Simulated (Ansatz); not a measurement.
Reaction (redistribution): `[SeH][SiH]1BO1` + `B[SiH2]CS` → `B[SiH]1BO1` + `SC[SiH2][SeH]`

Calculated with Ansatz (gas phase, PBE0-D4/def2-TZVP geometries, no zero-point term in ΔE). CBS: MP2 limit from def2 TZ/QZ plus the TZ coupled-cluster correction, frozen cores. DFT in def2-TZVPP. For Se outer-core shells are correlated without core-valence functions, which leaves a few kJ/mol of doubt a bond. Scalar relativity is left out up to krypton. Each species was taken in one conformer, which may not be the lowest.

`[SeH][SiH]1BO1`:

Z-matrix (Å, degrees):
```
Si
B 1 1.896
O 1 1.752 2 42.9
Se 1 2.255 2 124.1 3 -92.6
H 1 1.479 2 125.6 3 80.1
H 2 1.189 1 165.4 3 178.1
H 4 1.470 1 93.6 2 148.0
```

`B[SiH2]CS`:

Cartesian coordinates in Å:
```
B 1.540 -0.625 1.487
Si -0.291 -0.219 0.769
C -0.280 0.358 -1.029
S -1.961 0.695 -1.594
H 2.540 -0.514 0.839
H 1.658 -0.998 2.617
H -1.137 -1.442 0.884
H -0.919 0.837 1.616
H 0.336 1.258 -1.099
H 0.181 -0.423 -1.640
H -1.667 1.073 -2.850
```

`B[SiH]1BO1`:

Z-matrix (Å, degrees):
```
Si
B 1 1.935
O 1 1.774 2 41.5
B 1 1.952 2 119.5 3 -96.9
H 1 1.482 2 118.2 3 87.7
H 2 1.189 1 163.5 3 -177.3
H 4 1.195 1 120.6 2 -133.1
H 4 1.195 1 120.0 2 39.9
```

`SC[SiH2][SeH]`:

Z-matrix (Å, degrees):
```
C
Si 1 1.879
S 1 1.807 2 110.9
H 1 1.093 2 109.8 3 -123.0
H 1 1.094 2 106.4 3 120.0
Se 2 2.275 1 113.0 3 49.5
H 2 1.486 1 107.6 3 172.7
H 2 1.483 1 110.4 3 -66.8
H 3 1.344 1 97.1 2 163.9
H 6 1.470 2 93.0 1 62.5
```

```json
{"level": "PBE0-D4", "ΔE (kJ/mol)": "-16.6"}
{"level": "r2SCANh-D4", "ΔE (kJ/mol)": "-18.1"}
{"level": "CAM-B3LYP-D4", "ΔE (kJ/mol)": "-12.4"}
{"level": "ωB97X-V", "ΔE (kJ/mol)": "-8.9"}
{"level": "ωB97M-V", "ΔE (kJ/mol)": "-12.6"}
{"level": "SCS-MP2/def2-TZVPP", "ΔE (kJ/mol)": "-8.4"}
{"level": "CCSD/def2-TZVPP", "ΔE (kJ/mol)": "-8.9"}
{"level": "CCSD/CBS(def2)", "ΔE (kJ/mol)": "-10.4"}
```

Problem. What does CCSD(T)/CBS give? (An estimate is asked.)

Solution. The calculation gave: -13.3 kJ/mol. The listed levels differ from it by -3.3, -4.8, 0.9, 4.4, 0.7, 4.9, 4.4, 2.9 kJ/mol.

Largest T1 diagnostic among the species: 0.021, so the coupled-cluster value is less sure than usual.

From PBE to PBE0 (25 % exact exchange), in def2-TZVPP and without D4, ΔE moves by +5.8 kJ/mol. The D4 term adds −3.5 kJ/mol with B3LYP and −1.9 kJ/mol with PBE0; it sums over pairs of atoms, weighted by their polarisabilities, and B3LYP, whose exchange is more repulsive, gets the larger term.

B3LYP here is the variant with VWN-RPA as its local correlation; programs differ in this.
